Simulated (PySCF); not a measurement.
Molecule (SMILES): F[C]Cl (closed-shell singlet).
Geometry (B3LYP-D3(BJ)/def2-TZVP, fixed):
```xyz
3

F     -1.4677    -0.2909     0.0321
C     -0.5979     0.6705    -0.0192
Cl     0.9880    -0.0826    -0.0102
```

Basis-set convergence of the isotropic shielding of C2 at PBE with PySCF. GIAO, no density fitting; atoms are numbered in the order shown. All functions are spherical. No added dispersion term, no relativity. Reference: the value in pcSseg-3, -268.19 ppm, itself unsure by roughly 2.06 ppm (its mean distance from pcseg-3, pcSseg-2).

```csv
basis,functions,isotropic shielding of C2 (ppm)
STO-3G,19,-137.38
3-21G,31,-185.77
pcSseg-0,31,?
pcseg-0,31,-214.40
def2-SVP,46,-232.73
pcSseg-1,58,-262.13
aug-cc-pV(D+d)Z,78,?
def2-TZVPD,123,-248.14
"6-311++G(3df,3pd)",125,?
jun-cc-pV(T+d)Z,126,-243.30
pcseg-3,184,-264.59
def2-QZVPPD,208,-255.69
aug-cc-pV(Q+d)Z,249,?
```

**Question.** Fill in the missing entries.

**Answer.** 
- pcSseg-0, isotropic shielding of C2 (ppm): -296.20
- aug-cc-pV(D+d)Z, isotropic shielding of C2 (ppm): -215.91
- 6-311++G(3df,3pd), isotropic shielding of C2 (ppm): -243.66
- aug-cc-pV(Q+d)Z, isotropic shielding of C2 (ppm): -256.69
